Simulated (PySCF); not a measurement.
C2H7GeNO (SMILES C[N](C)[Ge][OH]), singlet, at a GFN2-xTB geometry; CASSCF(4,4)/STO-3G (PySCF).

Input for PySCF:
```python
from pyscf import gto, scf, mcscf
import numpy

mol = gto.Mole()
mol.atom = '''
    Ge    0.020430    0.628445    0.669663
    O     0.842366    1.586493   -0.615923
    H     1.125239    2.473744   -0.411400
    N    -0.232909   -0.873464   -0.334254
    C    -0.888754   -2.022673    0.245078
    C     0.147952   -1.097885   -1.705514
    H    -1.801640   -2.276108   -0.306528
    H    -0.232197   -2.900516    0.231568
    H    -1.156048   -1.802448    1.280233
    H     0.842674   -1.941587   -1.787659
    H    -0.728414   -1.316524   -2.326319
    H     0.632887   -0.201153   -2.079335
'''
mol.basis = 'sto-3g'
mol.charge = 0
mol.spin = 0
mol.verbose = 4
mol.build()

mf = scf.RHF(mol)
mf.kernel()
mc = mcscf.CASSCF(mf, 4, 4)
mc.fix_spin_(ss=0.0)
mc.kernel()
occ = numpy.linalg.eigvalsh(mc.fcisolver.make_rdm1(mc.ci, mc.ncas, mc.nelecas))[::-1]
ss = mc.fcisolver.spin_square(mc.ci, mc.ncas, mc.nelecas)[0]
print('natural occupations', occ.round(4), ' <S^2>', round(ss, 4))
```

**Question.** Write the output that PySCF gives for this input, abridged.

**Answer.** 
```
PySCF version 2.14.0

[INPUT] verbose = 4
[INPUT] num. atoms = 12
[INPUT] num. electrons = 66
[INPUT] charge = 0
[INPUT] spin (= nelec alpha-beta = 2S) = 0
[INPUT] symmetry False subgroup None
[INPUT] Mole.unit = angstrom
[INPUT] Symbol           X                Y                Z      unit          X                Y                Z       unit  Magmom
[...]
nuclear repulsion = 365.206721831106
number of shells = 27
number of NR pGTOs = 135
number of NR cGTOs = 45
basis = sto-3g
ecp = {}

******** <class 'pyscf.scf.hf.RHF'> ********
method = RHF
initial guess = minao
damping factor = 0
level_shift factor = 0
DIIS = <class 'pyscf.scf.diis.CDIIS'>
diis_start_cycle = 1
diis_space = 8
diis_damp = 0
SCF conv_tol = 1e-09
SCF conv_tol_grad = None
SCF max_cycles = 50
direct_scf = True
direct_scf_tol = 1e-13
Set gradient conv threshold to 3.16228e-05
Initial guess from minao.
init E= -2256.06753613457
[...]
cycle= 1 E= -2258.07698977867  delta_E= -2.01  |g|= 0.58  |ddm|= 4.15
[...]
cycle= 2 E= -2258.2165297837  delta_E= -0.14  |g|= 0.195  |ddm|= 1.13
[...]
cycle= 3 E= -2258.23049323083  delta_E= -0.014  |g|= 0.0557  |ddm|= 0.342
[...]
cycle= 4 E= -2258.23258491469  delta_E= -0.00209  |g|= 0.0206  |ddm|= 0.131
[...]
cycle= 5 E= -2258.23291528947  delta_E= -0.00033  |g|= 0.00653  |ddm|= 0.0568
[...]
cycle= 6 E= -2258.2329692326  delta_E= -5.39e-05  |g|= 0.00241  |ddm|= 0.0249
[...]
cycle= 7 E= -2258.23297518565  delta_E= -5.95e-06  |g|= 0.000441  |ddm|= 0.00999
[...]
cycle= 8 E= -2258.23297535217  delta_E= -1.67e-07  |g|= 0.000124  |ddm|= 0.00134
[...]
cycle= 9 E= -2258.23297536974  delta_E= -1.76e-08  |g|= 3.22e-05  |ddm|= 0.000473
[...]
cycle= 10 E= -2258.232975371  delta_E= -1.26e-09  |g|= 9.28e-06  |ddm|= 0.000112
[...]
cycle= 11 E= -2258.23297537112  delta_E= -1.15e-10  |g|= 1.24e-06  |ddm|= 3.84e-05
[...]
Extra cycle  E= -2258.23297537112  delta_E= -7.28e-12  |g|= 5.52e-07  |ddm|= 2.71e-06
converged SCF energy = -2258.23297537112

******** <class 'pyscf.mcscf.mc1step.CASSCF'> ********
CAS (2e+2e, 4o), ncore = 31, nvir = 10
max_cycle_macro = 50
max_cycle_micro = 4
conv_tol = 1e-07
conv_tol_grad = None
orbital rotation max_stepsize = 0.02
orbital rotation threshold for CI restart = 0.01
augmented hessian ah_max_cycle = 30
augmented hessian ah_conv_tol = 1e-12
augmented hessian ah_linear dependence = 1e-14
augmented hessian ah_level shift = 1e-08
augmented hessian ah_start_tol = 2.5
augmented hessian ah_start_cycle = 3
augmented hessian ah_grad_trust_region = 3
kf_trust_region = 3
kf_interval = 4
ci_response_space = 4
ci_grad_trust_region = 3
with_dep4 0
natorb = False
canonicalization = True
sorting_mo_energy = False
ao2mo_level = 2
internal_rotation = False
******** <class 'pyscf.fci.addons.SpinPenaltyFCISolver'> ********
max. cycles = 50
conv_tol = 1e-08
davidson only = True
linear dependence = 1e-12
level shift = 0.001
max iter space = 12
nroots = 1
pspace_size = 400
spin = None
CASCI E = -2258.24702477798  S^2 = 0.0000000
Set conv_tol_grad to 0.000316228
macro iter   1 ( 21 JK    4 micro), CASSCF E = -2258.25064879357  dE = -3.62401559e-03  S^2 = 0.0000000
               |grad[o]|=0.0246  |grad[c]|=0.0128  |ddm|=0.0252  |maxRot[o]|=0.178
macro iter   2 ( 21 JK    4 micro), CASSCF E = -2258.25407884575  dE = -3.43005219e-03  S^2 = 0.0000000
               |grad[o]|=0.0208  |grad[c]|=0.00979  |ddm|=0.0282  |maxRot[o]|=0.241
macro iter   3 ( 21 JK    4 micro), CASSCF E = -2258.26056904112  dE = -6.49019536e-03  S^2 = 0.0000000
               |grad[o]|=0.022  |grad[c]|=0.018  |ddm|=0.0422  |maxRot[o]|=0.304
macro iter   4 ( 21 JK    4 micro), CASSCF E = -2258.26222640694  dE = -1.65736582e-03  S^2 = 0.0000000
               |grad[o]|=0.0195  |grad[c]|=0.00835  |ddm|=0.0153  |maxRot[o]|=0.109
macro iter   5 ( 21 JK    4 micro), CASSCF E = -2258.26248706079  dE = -2.60653851e-04  S^2 = 0.0000000
               |grad[o]|=0.0077  |grad[c]|=0.00415  |ddm|=0.00469  |maxRot[o]|=0.0441
macro iter   6 ( 21 JK    4 micro), CASSCF E = -2258.26257561167  dE = -8.85508830e-05  S^2 = 0.0000000
               |grad[o]|=0.00543  |grad[c]|=0.0036  |ddm|=0.00224  |maxRot[o]|= 0.03
macro iter   7 ( 21 JK    4 micro), CASSCF E = -2258.26258164411  dE = -6.03243961e-06  S^2 = 0.0000000
               |grad[o]|=0.00512  |grad[c]|=0.00303  |ddm|=0.00119  |maxRot[o]|=0.0123
macro iter   8 ( 21 JK    4 micro), CASSCF E = -2258.26257579870  dE =  5.84541158e-06  S^2 = 0.0000000
               |grad[o]|=0.00506  |grad[c]|=0.0029  |ddm|=0.000825  |maxRot[o]|=0.00631
macro iter   9 ( 21 JK    4 micro), CASSCF E = -2258.26309054536  dE = -5.14746655e-04  S^2 = 0.0000000
               |grad[o]|=0.00505  |grad[c]|=0.000748  |ddm|=0.00166  |maxRot[o]|=0.048
macro iter  10 ( 19 JK    4 micro), CASSCF E = -2258.26325802558  dE = -1.67480223e-04  S^2 = 0.0000000
               |grad[o]|=0.0034  |grad[c]|=0.00222  |ddm|=0.000481  |maxRot[o]|=0.0219
macro iter  11 ( 21 JK    4 micro), CASSCF E = -2258.26325853297  dE = -5.07390268e-07  S^2 = 0.0000000
               |grad[o]|=0.00264  |grad[c]|=0.00198  |ddm|=0.00037  |maxRot[o]|=0.00274
macro iter  12 ( 20 JK    4 micro), CASSCF E = -2258.26313055338  dE =  1.27979594e-04  S^2 = 0.0000000
               |grad[o]|=0.00264  |grad[c]|=0.00163  |ddm|=0.000384  |maxRot[o]|=0.0172
macro iter  13 ( 20 JK    4 micro), CASSCF E = -2258.26341827495  dE = -2.87721578e-04  S^2 = 0.0000000
               |grad[o]|=0.00325  |grad[c]|=0.000486  |ddm|=0.000716  |maxRot[o]|=0.0464
macro iter  14 ( 18 JK    4 micro), CASSCF E = -2258.26345564187  dE = -3.73669154e-05  S^2 = 0.0000000
               |grad[o]|=0.00164  |grad[c]|=0.00101  |ddm|=0.000197  |maxRot[o]|=0.0102
macro iter  15 ( 10 JK    4 micro), CASSCF E = -2258.26349353567  dE = -3.78937966e-05  S^2 = 0.0000000
               |grad[o]|=0.00129  |grad[c]|=0.000529  |ddm|=9.3e-05  |maxRot[o]|=0.0144
macro iter  16 (  5 JK    2 micro), CASSCF E = -2258.26351511153  dE = -2.15758655e-05  S^2 = 0.0000000
               |grad[o]|=0.000801  |grad[c]|=0.000184  |ddm|=5.83e-05  |maxRot[o]|=0.0165
macro iter  17 (  6 JK    2 micro), CASSCF E = -2258.26351736687  dE = -2.25533904e-06  S^2 = 0.0000000
               |grad[o]|=0.00025  |grad[c]|=4.06e-05  |ddm|=3.69e-05  |maxRot[o]|=0.0063
macro iter  18 (  3 JK    1 micro), CASSCF E = -2258.26351743119  dE = -6.43171916e-08  S^2 = 0.0000000
               |grad[o]|=4.46e-05  |grad[c]|=1.81e-05  |ddm|=1.17e-05  |maxRot[o]|=0.00126
1-step CASSCF converged in  18 macro (311 JK  65 micro) steps
CASSCF canonicalization
Density matrix diagonal elements [1.95096507 1.97370833 0.04876805 0.02655854]
CASSCF energy = -2258.26351743119
CASCI E = -2258.26351743119  E(CI) = -4.50845619978782  S^2 = 0.0000000
natural occupations [1.974  1.9635 0.0362 0.0263]  <S^2> 0.0
```
